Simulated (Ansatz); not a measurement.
Consider the isomerisation: `N[SiH2][Si](N)(O)O` → `N[SiH2]O[SiH](N)O`.

Gas-phase electronic energies from Ansatz, PBE0-D4/def2-TZVP geometries. CCSD(T)/CBS adds triple-zeta CCSD(T) − MP2 to the extrapolated MP2 energy (def2 sets, frozen cores). Functionals use def2-TZVPP. B3LYP here is the variant with VWN-RPA as its local correlation; programs differ in this. One conformer a species, not always the lowest.

```csv
level,ΔE (kJ/mol)
B3LYP-D4,-143.5
r2SCAN,-142.3
PBE0,-128.8
MP2/def2-TZVPP,-154.0
SCS-MP2/def2-TZVPP,-155.7
CCSD/def2-TZVPP,-149.9
MP2/CBS(def2),-152.4
CCSD/CBS(def2),-148.3
```

(1) What does CCSD(T)/CBS give? (An estimate is asked.)

Largest T1 diagnostic among the species: 0.012.

Answers

(1) Ansatz gave: -146.2 kJ/mol. The listed levels differ from it by 2.7, 3.9, 17.4, -7.8, -9.5, -3.7, -6.2, -2.1 kJ/mol.

In def2-TZVPP, CCSD(T) changes the Hartree–Fock value by +17.9 kJ/mol (the triples alone add +2.1 kJ/mol) and MP2 by +11.6 kJ/mol. From PBE to PBE0 (25 % exact exchange), in def2-TZVPP and without D4, ΔE moves by −10.1 kJ/mol.
